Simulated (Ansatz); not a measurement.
Two isomers of CH7GeNSi: A = `C1[NH][GeH2][SiH2]1`, B = `[SiH3]/N=[CH]\[GeH3]`.

Calculated with Ansatz (gas phase, PBE0-D4/def2-TZVP geometries, no zero-point term in ΔE). CCSD(T)/CBS is the MP2 limit (def2-TZVPP, def2-QZVPP) plus CCSD(T) − MP2 in def2-TZVPP, frozen cores. DFT in def2-TZVPP. B3LYP here is the variant with VWN-RPA as its local correlation; programs differ in this. For Ge outer-core shells are correlated without core-valence functions, which leaves a few kJ/mol of doubt a bond. Scalar relativity is left out up to krypton.

A:

```xyz
11

C     0.187    0.454   -1.121
N    -1.044    0.568   -0.329
Ge   -0.657   -0.109    1.361
Si    1.058   -0.890   -0.079
H    -0.013    0.167   -2.160
H     0.798    1.368   -1.143
H    -1.608    1.387   -0.505
H    -1.803   -0.976    1.919
H    -0.312    0.956    2.434
H     2.495   -0.654    0.228
H     0.899   -2.272   -0.604
```

B:

Z-matrix (Å, degrees):
```
Si
N 1 1.738
H 1 1.483 2 107.3
H 1 1.483 2 107.3 3 118.2
H 1 1.494 2 113.9 3 -120.9
C 2 1.259 1 129.6 3 121.1
Ge 6 1.997 2 128.4 1 0.0
H 6 1.102 2 117.4 1 180.0
H 7 1.536 6 110.4 2 -60.8
H 7 1.536 6 110.4 2 60.2
H 7 1.538 6 107.6 2 179.7
```

**Question.** Which isomer does CCSD(T)/CBS put lower? Give the gap. (Estimate.)

**Answer.** The calculation gave: A, by 7.1 kcal/mol.

**Question.** Give E(B) − E(A) in kcal/mol with CCSD/def2-TZVPP, B2PLYP, B3LYP-D4, HF/def2-TZVPP, B3LYP, PBE0-D4, MP2/def2-TZVPP. (Best estimate.)

**Answer.** Computed: CCSD/def2-TZVPP 5.6, B2PLYP 4.3, B3LYP-D4 3.5, HF/def2-TZVPP -0.8, B3LYP 3.0, PBE0-D4 11.3, MP2/def2-TZVPP 7.8. The order is the other way round with HF/def2-TZVPP.

**Question.** Does the order hold for the free energy at 298.15 K (harmonic terms from PBE0-D4)? (Best estimate.)

**Answer.** Ansatz gave: Yes: G(B) − G(A) = +1.3 kcal/mol.

Largest T1 diagnostic: 0.013.

From BLYP to BHLYP (50 % exact exchange), in def2-TZVPP and without D4, E(B) − E(A) moves by +4.1 kcal/mol. At CCSD(T), def2-SVP lies −3.0 kcal/mol from the extrapolated value and def2-TZVPP −1.5 kcal/mol.
